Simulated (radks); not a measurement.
Values are calculated unless marked as measured or tabulated.
Charge is removed step by step from the 1s level of Li+, starting from [He]. Code: a radial shooting solver on a logarithmic mesh with Libxc functionals. Model: non-relativistic Kohn-Sham, BLYP, spin-unpolarised, spherical densities, point nucleus.

removed (e)  E - E(0) (eV)  eigenvalue (eV)  E minus straight line (eV)
0                    0.000          -60.713                       0.000
0.1                  6.252          -64.332                      -1.708
0.2                 12.868          -68.012                      -3.051
0.3                 19.856          -71.752                      -4.023
0.4                 27.221          -75.547                      -4.619
0.5                 34.967          -79.396                      -4.832
0.6                 43.102          -83.294                      -4.658
0.7                 51.628          -87.237                      -4.091
0.8                 60.550          -91.221                      -3.129
0.9                 69.873          -95.238                      -1.766
1                   79.599          -99.281                       0.000

Removing the whole electron costs 79.599 eV by Delta-SCF, against 60.713 eV from minus the eigenvalue at the starting occupation. Slater's transition state (half an electron removed) gives 79.396 eV. Integrating minus the eigenvalue over the occupation (Janak's theorem) gives 79.599 eV. The mean slope of the eigenvalue, de/dn, is 38.6 eV per electron. Ionisation energy of Li+ in the NIST Atomic Spectra Database: 75.640 eV (theoretical).

Beside tabulated values, note that spin-unpolarised runs miss the spin-polarisation part of the exchange energy of open shells.
